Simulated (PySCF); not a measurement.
HKO (SMILES [OH][K]), singlet, geometry from GFN2-xTB (such geometries of metal compounds can be far from the true shape); DF-R2SCAN/pc-2 (PySCF).

Input for PySCF:
```python
from pyscf import gto, scf, dft

mol = gto.M(
    atom='''
K    -0.515992   -0.253325   -0.435053
O     1.047786    0.444316    0.880931
H     1.421565    1.258641    1.218564
''',
    basis='pc-2',
    charge=0,
    spin=0,
    verbose=4,
)

mf = dft.RKS(mol)
mf.xc = 'r2scan'
mf = mf.density_fit(auxbasis='def2-universal-jkfit')
mf.kernel()
```

**Question.** Predict the main parts of the log of this PySCF run.

**Answer.** 
```
PySCF version 2.14.0

[INPUT] verbose = 4
[INPUT] num. atoms = 3
[INPUT] num. electrons = 28
[INPUT] charge = 0
[INPUT] spin (= nelec alpha-beta = 2S) = 0
[INPUT] symmetry False subgroup None
[INPUT] Mole.unit = angstrom
[INPUT] Symbol           X                Y                Z      unit          X                Y                Z       unit  Magmom
[INPUT]  1 K     -0.515992000000  -0.253325000000  -0.435053000000 AA   -0.975083562467  -0.478714870505  -0.822131019670 Bohr   0.0
[INPUT]  2 O      1.047786000000   0.444316000000   0.880931000000 AA    1.980028577154   0.839635552762   1.664718324639 Bohr   0.0
[INPUT]  3 H      1.421565000000   1.258641000000   1.218564000000 AA    2.686368518267   2.378486779149   2.302752225254 Bohr   0.0

nuclear repulsion = 45.0605955868362
number of shells = 10
number of NR pGTOs = 136
number of NR cGTOs = 77
basis = pc-2
ecp = {}

******** <class 'pyscf.df.df_jk.DFRKS'> ********
method = DFRKS
initial guess = minao
damping factor = 0
level_shift factor = 0
DIIS = <class 'pyscf.scf.diis.CDIIS'>
diis_start_cycle = 1
diis_space = 8
diis_damp = 0
SCF conv_tol = 1e-09
SCF conv_tol_grad = None
SCF max_cycles = 50
direct_scf = False
XC library pyscf.dft.libxc version 7.1.2
    S. Lehtola, C. Steigemann, M. J. T. Oliveira, and M. A. L. Marques,  SoftwareX 7, 1–5 (2018)
XC functionals = r2scan
    J. W. Furness, A. D. Kaplan, J. Ning, J. P. Perdew, and J. Sun,  J. Phys. Chem. Lett. 11, 8208–8215 (2020)
    J. W. Furness, A. D. Kaplan, J. Ning, J. P. Perdew, and J. Sun,  J. Phys. Chem. Lett. 11, 9248–9248 (2020)
    J. W. Furness, A. D. Kaplan, J. Ning, J. P. Perdew, and J. Sun,  J. Phys. Chem. Lett. 11, 8208–8215 (2020)
    J. W. Furness, A. D. Kaplan, J. Ning, J. P. Perdew, and J. Sun,  J. Phys. Chem. Lett. 11, 9248–9248 (2020)
radial grids:
    Treutler-Ahlrichs [JCP 102, 346 (1995); DOI:10.1063/1.469408] (M4) radial grids

becke partition: Becke, JCP 88, 2547 (1988); DOI:10.1063/1.454033
pruning grids: <function nwchem_prune>
grids dens level: 3
symmetrized grids: False
atomic radii adjust function: <function treutler_atomic_radii_adjust>
small_rho_cutoff = 0
Set gradient conv threshold to 3.16228e-05
Initial guess from minao.
tot grids = 43936
init E= -675.579465493879
  HOMO = -0.427706274682875  LUMO = -0.0776095240771131  gap/eV = 9.52662
cycle= 1 E= -675.490603740496  delta_E= 0.0889  |g|=  1.1  |ddm|= 2.18
  HOMO = 0.0424663607401544  LUMO = 0.0438169158677956  gap/eV = 0.03675
cycle= 2 E= -669.93054224714  delta_E= 5.56  |g|= 3.01  |ddm|= 4.04
  HOMO = -0.363045788270924  LUMO = -0.0421272657318763  gap/eV = 8.73264
cycle= 3 E= -675.649570909584  delta_E= -5.72  |g|= 0.571  |ddm|= 3.96
  HOMO = -0.184451741227025  LUMO = -0.0232723871045657  gap/eV = 4.38591
cycle= 4 E= -675.7260017667  delta_E= -0.0764  |g|= 0.235  |ddm|= 0.447
  HOMO = -0.128380781950162  LUMO = -0.0198226426456607  gap/eV = 2.95402
cycle= 5 E= -675.737204563744  delta_E= -0.0112  |g|= 0.074  |ddm|= 0.285
  HOMO = -0.139427811533156  LUMO = -0.0234445308497619  gap/eV = 3.15607
cycle= 6 E= -675.738291121291  delta_E= -0.00109  |g|= 0.0147  |ddm|= 0.0585
  HOMO = -0.139362089169986  LUMO = -0.0242011977225687  gap/eV = 3.13369
cycle= 7 E= -675.738336807491  delta_E= -4.57e-05  |g|= 0.00254  |ddm|= 0.0177
  HOMO = -0.139848568705126  LUMO = -0.0243036068405349  gap/eV = 3.14414
cycle= 8 E= -675.738338141653  delta_E= -1.33e-06  |g|= 0.000484  |ddm|= 0.00555
  HOMO = -0.139930752941425  LUMO = -0.0243341750508588  gap/eV = 3.14554
cycle= 9 E= -675.738338188179  delta_E= -4.65e-08  |g|= 5.95e-05  |ddm|= 0.00163
  HOMO = -0.139933540448266  LUMO = -0.0243299675400603  gap/eV = 3.14573
cycle= 10 E= -675.738338188776  delta_E= -5.97e-10  |g|= 1.98e-05  |ddm|= 9.71e-05
  HOMO = -0.139936011730081  LUMO = -0.0243293291630149  gap/eV = 3.14582
Extra cycle  E= -675.738338188759  delta_E= 1.71e-11  |g|= 2.31e-05  |ddm|= 3.14e-05
converged SCF energy = -675.738338188759
```
